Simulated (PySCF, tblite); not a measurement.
Parent: `[CH3:1][O:2][c:3]1[cH:4][c:5]([Cl:6])[cH:7][cH:8][p:9]1` with C1–O2–C3–C4 180°, C6H6ClOP.

Computed geometry: GFN2-xTB, gas phase. One conformer each, not checked by frequencies here.

| coordinate of the parent | value |
| --- | --- |
| C1–O2 | 1.405 Å |
| O2–C3 | 1.355 Å |
| C3–C4 | 1.391 Å |
| C4–C5 | 1.380 Å |
| C5–Cl6 | 1.730 Å |
| C5–C7 | 1.389 Å |
| C7–C8 | 1.375 Å |
| C8–P9 | 1.733 Å |
| C3–P9 | 1.758 Å |
| C1–O2–C3 | 117.1° |
| O2–C3–C4 | 114.7° |
| O2–C3–P9 | 121.1° |
| C4–C3–P9 | 124.2° |
| C3–C4–C5 | 123.6° |
| C4–C5–Cl6 | 118.0° |
| C4–C5–C7 | 123.7° |
| Cl6–C5–C7 | 118.3° |
| C5–C7–C8 | 121.9° |
| C7–C8–P9 | 127.0° |
| C3–P9–C8 | 99.5° |

Q: How does the shared frame change in `[CH3:1][O:2][c:3]1[cH:4][c:5]([Cl:6])[cH:7][c:8]([CH:9]=[O:10])[p:11]1` with C1–O2–C3–C4 0°, C7–C8–C9–O10 180°, C7H6ClO2P? Atoms pair as C1 = C1, O2 = O2, C3 = C3, C4 = C4, C5 = C5, Cl6 = Cl6, C7 = C7, C8 = C8, P9 = P11 (parent first).

A: 
```csv
parent,relative,value in the relative,change
C1–O2,C1–O2,1.409 Å,+0.004
O2–C3,O2–C3,1.355 Å,0.000
C3–C4,C3–C4,1.380 Å,-0.011
C4–C5,C4–C5,1.394 Å,+0.014
C5–Cl6,C5–Cl6,1.732 Å,+0.002
C5–C7,C5–C7,1.378 Å,-0.011
C7–C8,C7–C8,1.392 Å,+0.017
C8–P9,C8–P11,1.749 Å,+0.016
C3–P9,C3–P11,1.765 Å,+0.007
C1–O2–C3,C1–O2–C3,120.0°,+2.9
O2–C3–C4,O2–C3–C4,124.2°,+9.5
O2–C3–P9,O2–C3–P11,109.5°,-11.6
C4–C3–P9,C4–C3–P11,126.3°,+2.1
C3–C4–C5,C3–C4–C5,122.5°,-1.1
C4–C5–Cl6,C4–C5–Cl6,117.4°,-0.6
C4–C5–C7,C4–C5–C7,124.0°,+0.3
Cl6–C5–C7,Cl6–C5–C7,118.6°,+0.3
C5–C7–C8,C5–C7–C8,122.2°,+0.3
C7–C8–P9,C7–C8–P11,126.8°,-0.2
C3–P9–C8,C3–P11–C8,98.2°,-1.3
```

Of the parent's bonds, C7–C8 and C8–P9 change most and about equally (+0.016 to +0.017 Å). Bonds of the relative outside the shared frame: C8–C9 1.460, C9=O10 1.206 Å.

Q: How does the shared frame change in `[CH:1]#[C:2][c:3]1[cH:4][c:5]([Cl:6])[cH:7][cH:8][p:9]1`, C7H4ClP? Atoms pair as C3 = C3, C4 = C4, C5 = C5, Cl6 = Cl6, C7 = C7, C8 = C8, P9 = P9 (parent first).

A: 
```tsv
parent	relative	value in the relative	change
C3–C4	C3–C4	1.390 Å	-0.001
C4–C5	C4–C5	1.383 Å	+0.003
C5–Cl6	C5–Cl6	1.734 Å	+0.004
C5–C7	C5–C7	1.389 Å	0.000
C7–C8	C7–C8	1.377 Å	+0.002
C8–P9	C8–P9	1.735 Å	+0.002
C3–P9	C3–P9	1.755 Å	-0.003
C4–C3–P9	C4–C3–P9	124.9°	+0.7
C3–C4–C5	C3–C4–C5	123.0°	-0.6
C4–C5–Cl6	C4–C5–Cl6	118.2°	+0.2
C4–C5–C7	C4–C5–C7	123.6°	-0.1
Cl6–C5–C7	Cl6–C5–C7	118.2°	-0.1
C5–C7–C8	C5–C7–C8	122.5°	+0.6
C7–C8–P9	C7–C8–P9	126.4°	-0.6
C3–P9–C8	C3–P9–C8	99.5°	0.0
```

Of the parent's bonds, C4–C5, C5–Cl6 and C3–P9 change most and about equally (-0.003 to +0.004 Å). Bonds of the relative outside the shared frame: C1≡C2 1.202, C2–C3 1.413 Å. Point group Cs → Cs.

Q: How does the shared frame change in `[CH3:1][O:2][c:3]1[cH:4][c:5]([Cl:6])[cH:7][c:8]([F:9])[p:10]1` with C1–O2–C3–C4 180°, C6H5ClFOP? Atoms pair as C1 = C1, O2 = O2, C3 = C3, C4 = C4, C5 = C5, Cl6 = Cl6, C7 = C7, C8 = C8, P9 = P10 (parent first).

A: 
```csv
parent,relative,value in the relative,change
C1–O2,C1–O2,1.406 Å,+0.001
O2–C3,O2–C3,1.351 Å,-0.004
C3–C4,C3–C4,1.392 Å,+0.001
C4–C5,C4–C5,1.380 Å,0.000
C5–Cl6,C5–Cl6,1.725 Å,-0.005
C5–C7,C5–C7,1.389 Å,0.000
C7–C8,C7–C8,1.374 Å,-0.001
C8–P9,C8–P10,1.742 Å,+0.009
C3–P9,C3–P10,1.759 Å,+0.001
C1–O2–C3,C1–O2–C3,117.4°,+0.3
O2–C3–C4,O2–C3–C4,114.6°,-0.1
O2–C3–P9,O2–C3–P10,120.3°,-0.8
C4–C3–P9,C4–C3–P10,125.1°,+0.9
C3–C4–C5,C3–C4–C5,123.8°,+0.2
C4–C5–Cl6,C4–C5–Cl6,118.4°,+0.4
C4–C5–C7,C4–C5–C7,123.5°,-0.2
Cl6–C5–C7,Cl6–C5–C7,118.1°,-0.2
C5–C7–C8,C5–C7–C8,120.8°,-1.1
C7–C8–P9,C7–C8–P10,129.0°,+2.0
C3–P9–C8,C3–P10–C8,97.8°,-1.7
```

Of the parent's bonds, C8–P9 changes most (+0.009 Å). Bonds of the relative outside the shared frame: C8–F9 1.352 Å. Point group Cs → Cs.

Q: How does the shared frame change in `[CH3:1][c:2]1[cH:3][c:4]([Cl:5])[cH:6][cH:7][p:8]1`, C6H6ClP? Atoms pair as C3 = C2, C4 = C3, C5 = C4, Cl6 = Cl5, C7 = C6, C8 = C7, P9 = P8 (parent first).

A: 
```json
{"parent": "C3–C4", "relative": "C2–C3", "value in the relative": "1.382 Å", "change": "-0.009"}
{"parent": "C4–C5", "relative": "C3–C4", "value in the relative": "1.385 Å", "change": "+0.005"}
{"parent": "C5–Cl6", "relative": "C4–Cl5", "value in the relative": "1.734 Å", "change": "+0.004"}
{"parent": "C5–C7", "relative": "C4–C6", "value in the relative": "1.386 Å", "change": "-0.003"}
{"parent": "C7–C8", "relative": "C6–C7", "value in the relative": "1.377 Å", "change": "+0.002"}
{"parent": "C8–P9", "relative": "C7–P8", "value in the relative": "1.734 Å", "change": "+0.001"}
{"parent": "C3–P9", "relative": "C2–P8", "value in the relative": "1.747 Å", "change": "-0.011"}
{"parent": "C4–C3–P9", "relative": "C3–C2–P8", "value in the relative": "124.0°", "change": "-0.2"}
{"parent": "C3–C4–C5", "relative": "C2–C3–C4", "value in the relative": "123.8°", "change": "+0.2"}
{"parent": "C4–C5–Cl6", "relative": "C3–C4–Cl5", "value in the relative": "118.2°", "change": "+0.2"}
{"parent": "C4–C5–C7", "relative": "C3–C4–C6", "value in the relative": "123.6°", "change": "-0.1"}
{"parent": "Cl6–C5–C7", "relative": "Cl5–C4–C6", "value in the relative": "118.2°", "change": "-0.1"}
{"parent": "C5–C7–C8", "relative": "C4–C6–C7", "value in the relative": "122.2°", "change": "+0.3"}
{"parent": "C7–C8–P9", "relative": "C6–C7–P8", "value in the relative": "126.1°", "change": "-0.9"}
{"parent": "C3–P9–C8", "relative": "C2–P8–C7", "value in the relative": "100.4°", "change": "+0.9"}
```

Of the parent's bonds, C3–P9 changes most (-0.011 Å). Bonds of the relative outside the shared frame: C1–C2 1.502 Å. Point group Cs → Cs.

Q: How does the shared frame change in `[CH3:1][CH:2]([CH3:3])[c:4]1[cH:5][c:6]([Cl:7])[cH:8][cH:9][p:10]1` with C1–C2–C4–C5 -62°, C8H10ClP? Atoms pair as C3 = C4, C4 = C5, C5 = C6, Cl6 = Cl7, C7 = C8, C8 = C9, P9 = P10 (parent first).

A: 
| parent | relative | value in the relative | change |
| --- | --- | --- | --- |
| C3–C4 | C4–C5 | 1.381 Å | -0.010 |
| C4–C5 | C5–C6 | 1.386 Å | +0.006 |
| C5–Cl6 | C6–Cl7 | 1.735 Å | +0.005 |
| C5–C7 | C6–C8 | 1.386 Å | -0.003 |
| C7–C8 | C8–C9 | 1.377 Å | +0.002 |
| C8–P9 | C9–P10 | 1.733 Å | 0.000 |
| C3–P9 | C4–P10 | 1.747 Å | -0.011 |
| C4–C3–P9 | C5–C4–P10 | 123.8° | -0.4 |
| C3–C4–C5 | C4–C5–C6 | 123.7° | +0.1 |
| C4–C5–Cl6 | C5–C6–Cl7 | 118.0° | 0.0 |
| C4–C5–C7 | C5–C6–C8 | 123.9° | +0.2 |
| Cl6–C5–C7 | Cl7–C6–C8 | 118.1° | -0.2 |
| C5–C7–C8 | C6–C8–C9 | 122.1° | +0.2 |
| C7–C8–P9 | C8–C9–P10 | 125.8° | -1.2 |
| C3–P9–C8 | C4–P10–C9 | 100.7° | +1.2 |

Of the parent's bonds, C3–C4 and C3–P9 change most and about equally (-0.011 to -0.010 Å). Bonds of the relative outside the shared frame: C1–C2 1.529, C2–C3 1.529, C2–C4 1.513 Å. Point group Cs → Cs.
